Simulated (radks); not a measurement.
Q: These are the eigenvalues of the occupied orbitals of an atom or ion with whole-number occupations (eV). Calculated with a radial shooting solver on a logarithmic mesh with Libxc functionals: Dirac Kohn-Sham, AM05, spin-unpolarised, spherical densities, point nucleus.

| orbital | eigenvalue |
|---|---|
| 1s1/2 | -50033.08 |
| 2s1/2 | -8279.169 |
| 2p1/2 | -7864.038 |
| 2p3/2 | -7169.130 |
| 3s1/2 | -1854.383 |
| 3p1/2 | -1674.430 |
| 3p3/2 | -1531.907 |
| 3d3/2 | -1220.794 |
| 3d5/2 | -1189.713 |
| 4s1/2 | -393.0499 |
| 4p1/2 | -323.0342 |
| 4p3/2 | -291.1893 |
| 4d3/2 | -175.7766 |
| 4d5/2 | -170.0191 |
| 5s1/2 | -74.6356 |
| 5p1/2 | -55.0614 |
| 5p3/2 | -50.4961 |
| 4f5/2 | -34.1766 |
| 4f7/2 | -33.4119 |

Which element is it, and in what charge state? The configuration may be excited. Open shells, if any, are shared by 2j + 1.

A: Z = 64, gadolinium, charge +3: Gd3+ in [Xe] 4f7. The list shows which subshells hold electrons but not how many an open one holds; the 1s level, -1838.7 hartree, gives Z - s = 60.6 by -(Z - s)^2/2, which with screening and relativity narrows Z to a few neighbours, and the depths of the outer levels then fix element, charge and occupations together.
